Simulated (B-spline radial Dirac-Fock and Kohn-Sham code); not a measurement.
# Subshell photoionisation cross sections of Pd⁵⁺ against photon energy

System: Pd⁵⁺ in the configuration 1s2 2s2 2p6 3s2 3p6 3d10 4s2 4p6 4d5.

Calculated with a radial B-spline solver, using a relativistic central-field model (Hartree-Slater potential of the initial state, Latter tail, multipole expansion of the photon field, Dirac-Fock thresholds). Values are in kb; a dash marks an energy below the computed threshold. Values for outer subshells far above threshold carry numerical ripple of a few per cent.

```tsv
hν (eV)	2s	2p3/2	3s	4p1/2	4d3/2
212	–	–	–	121	187
281	–	–	–	100	151
300	–	–	–	95.3	141
449	–	–	–	63.0	79.7
778	–	–	104	29.5	27.0
1000	–	–	73.3	19.5	14.6
1486.9	–	–	40.1	9.64	5.29
5414.7	18.4	40.6	3.76	0.546	0.0864
6000	15.2	30.2	3.06	0.419	0.0599
7780	9.18	14.1	1.79	0.211	0.0228
15000	2.26	1.82	0.418	0.0324	0.00182
38200	0.233	0.0795	0.0427	0.00171	3.76e-05
59318.2	0.0729	0.0171	0.0134	0.000399	5.84e-06
```

At 59318.2 eV the multipoles beyond E1 give 12.6 % of 2s, 24.8 % of 2p3/2, 12.9 % of 3s, 24.3 % of 4p1/2, 40.4 % of 4d3/2.
